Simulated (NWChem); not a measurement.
**Atomisation of C$_{2}$H$_{6}$ClFSi**

```
Si
H 1 1.4864
C 1 1.8760 2 111.89
H 3 1.1014 1 110.48 2 60.57
H 3 1.1017 4 107.88 1 -121.81
H 3 1.1030 4 107.98 5 -116.95
C 1 1.9017 2 108.96 3 -122.55
F 7 1.3881 1 110.58 2 -51.12
H 7 1.1058 8 109.12 1 122.48
H 7 1.1076 9 107.15 8 -117.74
Cl 1 2.0882 2 107.47 7 -117.35
```
Charge 0, spin multiplicity 1.

The numbers come from NWChem runs, not from measurements. All single points use one geometry, from B3LYP/def2-SVP, a minimum by its harmonic frequencies. It is one conformer; others weren't searched.

Basis set: def2-SVP. The atomisation energy is electronic alone: no zero-point, thermal, spin-orbit or counterpoise terms. No value is extrapolated to the basis-set limit. Free atoms are single determinants with multiplicities C 3, Si 3, Cl 2, F 2, H 2. Correlated methods freeze the same cores in atoms and molecule, 13 orbitals in all.

```tsv
method	atomisation energy (kcal/mol)	relative cost
M06-2X	947.4	3
PBE	959.4	under 3
B3LYP	937.6	under 3
PBE0	946.6	under 3
HF	713.0	1
MP2	904.0	under 3
CAM-B3LYP	946.4	10
BP86	966.1	under 3
```

The values span 253.1 kcal/mol, from HF (lowest) to BP86 (highest). Costs are rough ratios of processor time within this set of runs, SCF included, with HF as 1. Costs are the molecule's.

B3LYP has NWChem's definition, with VWN1-RPA local correlation. GW and range-separated runs recompute their integrals, the others keep them in memory, which bears on the times. The structure started from a generated list of species. The stability of the SCF solutions was not checked. Open-shell Hartree-Fock references start from PBE0 orbitals; any time given for them includes that run.
